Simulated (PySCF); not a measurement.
Removing an electron from `CCC[O][GeH2][NH2]`

C3H11GeNO.
Atom-mapped SMILES: `[CH3:1][CH2:2][CH2:3][O:4][GeH2:5][NH2:6]` (hydrogens: H7, H8, H9 on C1; H10, H11 on C2; H12, H13 on C3; H14, H15 on Ge5; H16, H17 on N6)

Cartesian coordinates in Å at the PBE0-D3(BJ)/def2-SVP level; atoms count from 1:
```
atom  x, y, z in Å
C1    -2.9481   -0.2855    0.0552
C2    -1.5596   -0.5997    0.5857
C3    -0.4653    0.1861   -0.1101
O4     0.7793   -0.1605    0.4329
Ge5    2.2723    0.6413   -0.1452
N6     3.6991   -0.0037    0.7724
H7    -3.7191   -0.8695    0.5790
H8    -3.0316   -0.5167   -1.0191
H9    -3.1977    0.7803    0.1831
H10   -1.3329   -1.6729    0.4726
H11   -1.4980   -0.3857    1.6658
H12   -0.6681    1.2729    0.0048
H13   -0.5013   -0.0224   -1.2009
H14    2.4506    0.3134   -1.6395
H15    2.1424    2.1513    0.1308
H16    3.8800   -0.9944    0.6358
H17    3.6840    0.1899    1.7701
```

Level: B3LYP/def2-SVPD (PySCF). Frontier orbitals with their largest atomic shares (Löwdin; up to four atoms above 4 %):

```json
{"orbital": "HOMO−3", "ε (eV)": "-9.04", "main atoms": "C2 24 %, C1 13 %, H11 10 %, H10 10 %"}
{"orbital": "HOMO−2", "ε (eV)": "-8.18", "main atoms": "O4 44 %, C3 14 %, C2 10 %, N6 8 %"}
{"orbital": "HOMO−1", "ε (eV)": "-7.50", "main atoms": "N6 65 %, Ge5 8 %, O4 8 %, H17 7 %"}
{"orbital": "HOMO", "ε (eV)": "-7.38", "main atoms": "?"}
{"orbital": "LUMO", "ε (eV)": "0.08", "main atoms": "Ge5 36 %, N6 13 %, H17 12 %, H16 12 %"}
{"orbital": "LUMO+1", "ε (eV)": "0.46", "main atoms": "Ge5 17 %, C3 11 %, H15 9 %, C1 9 %"}
{"orbital": "LUMO+2", "ε (eV)": "0.62", "main atoms": "Ge5 31 %, O4 16 %, H14 16 %, H15 16 %"}
```

Problem. What vertical ionisation energy does ΔSCF give, and how far is −ε(HOMO) from it?

Solution. ΔSCF: 9.63 eV (929 kJ/mol; threshold wavelength 129 nm); ⟨S²⟩ of the doublet left behind is 0.756, against 0.75 for a pure doublet. −ε(HOMO) is 7.38 eV, 2.25 eV below it. For the exact functional −ε(HOMO) would equal the first vertical ionisation energy; B3LYP (global hybrid, 20 % exact exchange) falls short of its own ΔSCF value by 23 %.

Problem. On which atoms does the HOMO lie?

Solution. O4 (oxygen bonded to C and Ge) 58 %, C3 (sp3 carbon bound to oxygen) 14 %, Ge5 (germanium bonded to N, O and 2 H) 7 %, H13 (methylene hydrogen) 6 %, so more than half of it is on one atom. The HOMO−1 lies 0.12 eV lower.

Problem. With α = 83.0 au, estimate the like-pair dispersion coefficient by London's formula C6 = (3/4)α²I.

Solution. I = 0.3537 Eh, so C6 ≈ 1830 au, a rough estimate.

Problem. What kinetic energy would electrons from this vertical process carry with He II light (40.814 eV)?

Solution. 40.81 − 9.63 = 31.18 eV.

One conformer (not necessarily the lowest) at the PBE0-D3(BJ)/def2-SVP geometry, without solvent, vibrations or thermal averaging. The calculation is non-relativistic, for germanium too.
